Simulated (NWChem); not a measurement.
System: C2H7Al, triplet; SMILES of the neutral closed-shell parent [CH3][AlH][CH3]

NWChem printed, in part:

```
             Northwest Computational Chemistry Package (NWChem) 7.3.0
             --------------------------------------------------------

 C1  symmetry detected

                             Geometry "geometry" -> ""
                             -------------------------

 Output coordinates in angstroms (scale by  1.889725989 to convert to a.u.)

  No.       Tag          Charge          X              Y              Z
 ---- ---------------- ---------- -------------- -------------- --------------
    1 Al                  13.0000     0.69750350    -0.10405114    -0.07304881
    2 C                    6.0000    -0.45805152     1.77271629    -0.03492003
    3 H                    1.0000     0.20693511     2.64062130    -0.06478116
    4 H                    1.0000    -0.88467225     1.50282479    -1.01554180
    5 H                    1.0000    -1.19548258     1.79284743     0.77358569
    6 C                    6.0000    -0.51072197    -1.66534980     0.00452784
    7 H                    1.0000     0.01514107    -2.53935500     0.42559398
    8 H                    1.0000    -1.39099416    -1.46886590     0.64034024
    9 H                    1.0000    -0.86961824    -1.96459344    -0.99414579
   10 H                    1.0000     0.86378640     0.74498672     1.36693653

 Effective nuclear repulsion energy (a.u.)      93.7425925742

                                 NWChem DFT Module
                                 -----------------

 Summary of "ao basis" -> "ao basis" (spherical)
 ------------------------------------------------------------------------------
       Tag                 Description            Shells   Functions and Types
 ---------------- ------------------------------  ------  ---------------------
 Al                         def2-svp                 8       18   4s3p1d
 C                          def2-svp                 6       14   3s2p1d
 H                          def2-svp                 3        5   2s1p

            General Information
            -------------------
          SCF calculation type: DFT
          Wavefunction type:  spin polarized.
          No. of atoms     :    10
          No. of electrons :    32
           Alpha electrons :    17
            Beta electrons :    15
          Charge           :     0
          Spin multiplicity:     3
          Use of symmetry is: off; symmetry adaption is: off
          Maximum number of iterations: 150
          AO basis - number of functions:    81
                     number of shells:    41
          Convergence on energy requested:  1.00D-06
          Convergence on density requested:  1.00D-05
          Convergence on gradient requested:  5.00D-04

              XC Information
              --------------
                        MPW1K Method XC Functional
                     Hartree-Fock (Exact) Exchange  0.428
                        mPW91  Exchange Functional  0.572
                Perdew 1991 Correlation Functional  1.000 non-local
            Perdew 1991 LDA Correlation Functional  1.000 local

             Grid Information
             ----------------
          Grid used for XC integration:  medium
          Radial quadrature: Mura-Knowles
          Angular quadrature: Lebedev.
          Tag              B.-S. Rad. Rad. Pts. Rad. Cut. Ang. Pts.
          ---              ---------- --------- --------- ---------
          Al                  1.25       88           9.0       590
          C                   0.70       49          11.0       434
          H                   0.35       45          12.0       434
          Grid pruning is: on
          Number of quadrature shells:   501
          Spatial weights used:  Erf1

      Superposition of Atomic Density Guess
      -------------------------------------

 Sum of atomic energies:        -320.53599133

      Non-variational initial energy
      ------------------------------

 Total energy =    -321.810933
 1-e energy   =    -626.354597
 2-e energy   =     210.801071
 HOMO         =      -0.208783
 LUMO         =      -0.097311

     ---------------------------------------------
      Total Density - Mulliken Population Analysis
     ---------------------------------------------

    Atom       Charge   Shell Charges
 -----------   ------   -------------------------------------------------------
    1 Al  13    12.56   2.00  1.99  1.01  0.39  5.93  0.57  0.56  0.11
    2 C    6     6.43   1.99  0.96  0.35  1.90  1.21  0.01
    3 H    1     0.86   0.65  0.18  0.03
    4 H    1     0.85   0.64  0.18  0.03
    5 H    1     0.86   0.65  0.18  0.03
    6 C    6     6.74   1.99  0.98  0.30  2.15  1.31  0.01
    7 H    1     0.87   0.65  0.19  0.03
    8 H    1     0.87   0.65  0.19  0.03
    9 H    1     0.87   0.65  0.19  0.03
   10 H    1     1.09   0.61  0.47  0.01

     --------------------------------------------
      Spin Density - Mulliken Population Analysis
     --------------------------------------------

    Atom       Charge   Shell Charges
 -----------   ------   -------------------------------------------------------
    1 Al  13     0.94   0.00  0.00  0.15  0.23  0.00  0.19  0.34  0.03
    2 C    6     0.55   0.00  0.02  0.00  0.31  0.21  0.00
    3 H    1     0.01   0.00  0.00  0.00
    4 H    1     0.04   0.03  0.01  0.00
    5 H    1     0.02   0.01  0.01  0.00
    6 C    6     0.08   0.00  0.02 -0.01  0.05  0.02  0.00
    7 H    1     0.01   0.00  0.00  0.00
    8 H    1     0.02   0.01  0.01  0.00
    9 H    1     0.00   0.00  0.00  0.00
   10 H    1     0.33   0.17  0.16  0.00

[...]
```

Level: MPW1K/def2-SVP, spin-unrestricted. Geometry: optimised at PBE0/def2-SVP, spin-unrestricted. The spin multiplicity was typed, not searched, and may not be the lowest. No stability test was run on the SCF state.

Problem. Reconstruct the input file.

Solution. One answer among several that fit: the input that was run:
```
start job
memory heap 200 mb stack 900 mb global 1100 mb
geometry units angstroms noautoz
  Al     0.600318    -0.281876     0.124821
  C     -0.508940     0.135238    -1.733829
  H      0.144931     0.046967    -2.606193
  H     -1.121546    -0.761656    -1.542098
  H     -1.073706     1.071322    -1.682085
  C     -0.583011    -0.097426     1.696187
  H      0.007396     0.139560     2.597836
  H     -1.320097     0.712295     1.559079
  H     -1.132994    -1.027620     1.915185
  H      1.052592     1.162302    -0.604474
end
basis spherical
  Al library def2-svp
  C library def2-svp
  H library def2-svp
end
dft
  odft
  mult 3
  xc mpw1k
  iterations 150
  mulliken
end
task dft energy
```
